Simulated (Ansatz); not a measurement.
Job for Ansatz (a first-principles code): R-CCSD(T)/def2-TZVPPD on CH4Sn (SMILES [CH3][SnH]), atoms moved off the minimum. Elements past Kr take the def2 small-core potentials; no spin–orbit coupling. Files ending in .json are basis or fitting sets from the Basis Set Exchange. The run froze 10 orbitals, filled d shells among them.

Ansatz 0.2 input:
```yaml
crystal:
  periodic: [false, false, false]
  atoms:
    - {symbol: Sn, position_ang: [-0.02742477, 0.22780269, 0.18535752]}
    - {symbol: H, position_ang: [-0.32664657, 1.43943818, -1.06673324]}
    - {symbol: C, position_ang: [-0.03792511, -1.44412892, -1.16402096]}
    - {symbol: H, position_ang: [0.66855084, -1.26150642, -1.94021494]}
    - {symbol: H, position_ang: [-1.04747280, -1.51153873, -1.63652806]}
    - {symbol: H, position_ang: [0.26855194, -2.41193280, -0.64432054]}
basis:
  gaussian:
    orbitals: def2-TZVPPD.json
magnetization: {spin_polarized: false}
correlation: {method: ccsd_t, electrons: outside_noble_gas}
scf: {lower_state_search: off}
output: {forces: true}
```

The log:

```
WARN ansatz: RAYON_NUM_THREADS=1 ignored (pool sized by the plan → 1); use --threads N
Functional definition: HF
these checks for a lower state are left out or cut short: starts, cluster_reference, orbital_swaps, neighbouring_geometries, increment
integrals: 0.43 GiB planned
1090 factors; integrals over basis functions are off by at most 6.2e-4 eV
mean field: 0.37 GiB planned
mean field evaluation 1: about -6896.7414 eV, gradient 2.7e1 eV
mean field evaluation 2: about -6896.7420 eV, gradient 2.7e1 eV
mean field evaluation 4: about -6898.8119 eV, gradient 2.4e0 eV
mean field evaluation 8: about -6898.8480 eV, gradient 4.4e-4 eV
mean field -6898.84799964 eV, -253.5279877796 hartree, gradient 2.4e-6 eV, S^2 0.000000; 0 other end points of the search recorded, 0 dependent functions left out; unrestricted orbitals would lower it
10 core orbitals not correlated
reference -6898.84799964 eV, -253.5279877796 hartree; 6, 6 occupied and 145, 145 virtual orbitals, 1090 factors
densities: 2.00 GiB planned
second order -7.42949459 eV of doubles, -0.00000000 eV of singles
coupled cluster: 1.10 GiB planned
cycle   1  -7.98973761 eV  change   -5.6e-1 eV  update   7.1e-2
cycle   2  -8.26713216 eV  change   -2.8e-1 eV  update   2.7e-2
cycle   3  -8.30298284 eV  change   -3.6e-2 eV  update   1.0e-2
cycle   4  -8.30037208 eV  change    2.6e-3 eV  update   3.6e-3
cycle   5  -8.30014608 eV  change    2.3e-4 eV  update   1.1e-3
cycle   6  -8.29993958 eV  change    2.1e-4 eV  update   4.1e-4
cycle   7  -8.29991882 eV  change    2.1e-5 eV  update   1.3e-4
cycle   8  -8.29996187 eV  change   -4.3e-5 eV  update   4.6e-5
cycle   9  -8.29996167 eV  change    1.9e-7 eV  update   1.5e-5
cycle  10  -8.29995699 eV  change    4.7e-6 eV  update   6.6e-6
cycle  11  -8.29995894 eV  change   -2.0e-6 eV  update   3.5e-6
cycle  12  -8.29995904 eV  change   -1.0e-7 eV  update   1.9e-6
perturbative correction -0.29902114 eV, -0.0109888241 hartree
the calculation of the forces begins
Total energy: -6907.44697981 eV, -253.8439944724 hartree
Atom 0 at    -0.027425     0.227803     0.185358 Å, force     0.054498     0.436706     0.795413 eV/Å
Atom 1 at    -0.326647     1.439438    -1.066733 Å, force    -0.052508     0.093585    -0.224485 eV/Å
Atom 2 at    -0.037925    -1.444129    -1.164021 Å, force    -0.573881    -1.622517     0.641263 eV/Å
Atom 3 at     0.668551    -1.261506    -1.940215 Å, force     0.606954     0.161402    -0.844854 eV/Å
Atom 4 at    -1.047473    -1.511539    -1.636528 Å, force     0.649371    -0.222113     0.325928 eV/Å
Atom 5 at     0.268552    -2.411933    -0.644321 Å, force    -0.684434     1.152938    -0.693264 eV/Å
Dipole moment:     0.016688    -0.114182    -0.015444 e Å
Checks for a lower state left out: starts, cluster_reference, orbital_swaps, neighbouring_geometries, increment
```

Self-consistency was reached.

Cost: about 2.6 core-minutes (a rough figure).
